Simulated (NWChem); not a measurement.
# Correlation energy of C$_{2}$H$_{4}$N

SMILES: [CH]=NC
```xyz
7

C     -1.2992     0.2369     0.0000
N     -0.1052     0.4817     0.0000
C      1.0466    -0.3813     0.0000
H     -1.8602    -0.7242     0.0000
H      1.6644    -0.1633    -0.8843
H      1.6644    -0.1633     0.8843
H      0.7834    -1.4552     0.0000
```
Charge 0, spin multiplicity 2.

All runs are NWChem calculations. The geometry was optimised at UPBE0/def2-SVP, a minimum by its harmonic frequencies.

Basis set: 3-21G. Each correlation energy counts from its own Hartree-Fock reference.

The correlated methods keep 3 core orbitals frozen. The structure started from a generated list of species. The unpaired electrons of the parent sit in orbitals of symmetry a' (Cs labels of the run); other states weren't searched. The stability of the SCF solutions was not checked. Open-shell Hartree-Fock references start from PBE0 orbitals. No row is a measurement; the coupled-cluster row has its own basis-set and correlation limits.

**Question.** For the correlation energy, UMP2 gives -266.2 mHa and SCS-UMP2 gives -265.5 mHa. What do CCSD on UHF, CCSD[T] on UHF, CCSD(T) on UHF give?

**Answer.** CCSD on UHF: -302.7 mHa; CCSD[T] on UHF: -313.7 mHa; CCSD(T) on UHF: -312.0 mHa.
